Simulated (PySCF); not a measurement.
**Electron correlation in Cu (copper, neutral)**

[Ar] 3d10 4s1, 2S determinant. Calculation: PySCF 2.14, in def2-TZVP (6s4p4d1f, 45 functions); no relativity, point nucleus. Frozen: [Ar]; 11 electrons correlated.

MP2 pair energies summed by pair of shells (mhartree):

```tsv
pair	energy	share (%)
3d-3d	-386.07	96.1
3d-4s	-15.77	3.9
```

Total MP2 correlation energy: -401.84 mhartree.

Same-spin part -150.42 and opposite-spin part -251.41 mhartree; SCS-MP2 scales them by 1/3 and 6/5 to -351.84 mhartree.

```tsv
level	correlation energy (mhartree)
CCSD	-349.38
(T)	-11.67
CCSD(T)	-361.05
```

Diagnostics: T1 = 0.022, D1 = 0.0518, largest double amplitude 0.032.

Cost of the coupled-cluster step: 1.4 s of wall time on 1 thread of Neoverse-V2 (shared host), for 11 correlated electrons.

Iterations:

```
CC2 = 0
CCSD nocc = (np.int64(6), np.int64(5)), nmo = (36, 36)
frozen orbitals [[0, 1, 2, 3, 4, 5, 6, 7, 8], [0, 1, 2, 3, 4, 5, 6, 7, 8]]
max_cycle = 100
direct = 0
conv_tol = 1e-08
conv_tol_normt = 1e-06
diis_space = 8
diis_start_cycle = 0
Init t2, MP2 energy = -0.401836557411114
Init E_corr(UCCSD) = -0.401836557431513
cycle = 1  E_corr(UCCSD) = -0.323983230153719  dE = 0.0778533273  norm(t1,t2) = 0.144704
cycle = 2  E_corr(UCCSD) = -0.35919216829609  dE = -0.0352089381  norm(t1,t2) = 0.0871091
cycle = 3  E_corr(UCCSD) = -0.349655546502374  dE = 0.00953662179  norm(t1,t2) = 0.0686438
cycle = 4  E_corr(UCCSD) = -0.348573669067451  dE = 0.00108187743  norm(t1,t2) = 0.00908862
cycle = 5  E_corr(UCCSD) = -0.349259645401343  dE = -0.000685976334  norm(t1,t2) = 0.00355283
cycle = 6  E_corr(UCCSD) = -0.349419639142956  dE = -0.000159993742  norm(t1,t2) = 0.000676691
cycle = 7  E_corr(UCCSD) = -0.349386799734035  dE = 3.28394089e-05  norm(t1,t2) = 0.000190316
cycle = 8  E_corr(UCCSD) = -0.349376082137205  dE = 1.07175968e-05  norm(t1,t2) = 7.47257e-05
cycle = 9  E_corr(UCCSD) = -0.34937825295359  dE = -2.17081638e-06  norm(t1,t2) = 3.07798e-05
cycle = 10  E_corr(UCCSD) = -0.349380293114828  dE = -2.04016124e-06  norm(t1,t2) = 1.24644e-05
cycle = 11  E_corr(UCCSD) = -0.349380343074601  dE = -4.99597723e-08  norm(t1,t2) = 1.89755e-06
cycle = 12  E_corr(UCCSD) = -0.349380339459766  dE = 3.61483493e-09  norm(t1,t2) = 6.42265e-07
UCCSD converged
E(UCCSD) = -1639.272461145217  E_corr = -0.3493803394597659
UCCSD(T) correction = -0.0116741997932371
```
